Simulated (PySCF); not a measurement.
Cd(F)(SMe) (CH3CdFS), SMILES C[S][Cd][F].

The structure is a stationary point at PBE-D3(BJ)/def2-SVP. The def2 effective core potentials stand for the cores of Cd; spin–orbit coupling is left out. Other conformers were not sampled.

Level of theory: PBE-D3(BJ)/def2-SVP (PySCF).

Frequencies are harmonic and unscaled.

```csv
mode,ν (cm⁻¹),IR (km/mol),moving atoms (share of kinetic energy)
1,86,6.7,"F 54 %, C 20 %, Cd 17 %, H 9 %"
2,103,8.0,"F 45 %, H 22 %, Cd 22 %, S 11 %"
3,138,4.7,"H 75 %, S 10 %"
4,175,4.2,"C 36 %, Cd 21 %, S 20 %, H 15 %, F 8 %"
5,341,3.8,"S 78 %, Cd 12 %"
6,595,64.2,"F 81 %, Cd 18 %"
7,684,2.2,"C 59 %, S 31 %, H 9 %"
8,923,6.4,"H 84 %, C 14 %"
9,935,8.9,"H 81 %, C 16 %"
10,1284,16.3,"H 87 %, C 12 %"
11,1399,6.8,H 95 %
12,1407,9.9,H 95 %
13,2982,19.1,H 98 %
14,3087,2.1,"H 90 %, C 10 %"
15,3091,3.0,"H 90 %, C 10 %"
```
